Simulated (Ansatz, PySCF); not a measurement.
BeH6O2Si2, SMILES [SiH3][O][Be][O][SiH3].

Geometry: B3LYP-D3(BJ)/def2-SVP. The structure was generated by enumeration; whether it is a known compound was not checked. The values are those of a single conformer.

Vertical ionisation energy (IE) and electron affinity (EA) in eV. Rows of orbital energies are one-electron estimates. Where ΔSCF, EOM or ADC give a negative EA the extra electron is unbound and the value depends on the basis.

| level | IE | EA |
|---|---|---|
| −ε(HOMO), −ε(LUMO), ωB97X/def2-TZVP (PySCF) | 11.10 | -1.06 |
| −ε(HOMO), −ε(LUMO), PBE/def2-TZVP (PySCF) | 7.23 | 1.35 |
| ΔSCF, CAM-B3LYP/def2-SVPD (Ansatz), final states of multiplicity 2 and 2 | 10.86 | -0.73 |
| ΔSCF, PBE/def2-SVPD (Ansatz), final states of multiplicity 2 and 2 | [?] | [?] |

Problem. Some entries are withheld; supply them. (Estimate from the structure and the level; the computed values follow.)

Solution. 
- ΔSCF, PBE/def2-SVPD (Ansatz, an electronic-structure program), final states of multiplicity 2 and 2, IE: 9.72
- ΔSCF, PBE/def2-SVPD (Ansatz), final states of multiplicity 2 and 2, EA: -0.43

Problem. What vertical singlet–triplet gap does ΔSCF give with CAM-B3LYP/def2-SVPD (Ansatz) and with PBE/def2-SVPD (Ansatz)? (An estimate is asked for; the answer gives what the named calculation found.)

Solution. 7.20 and 5.95 eV (triplet above singlet where positive).
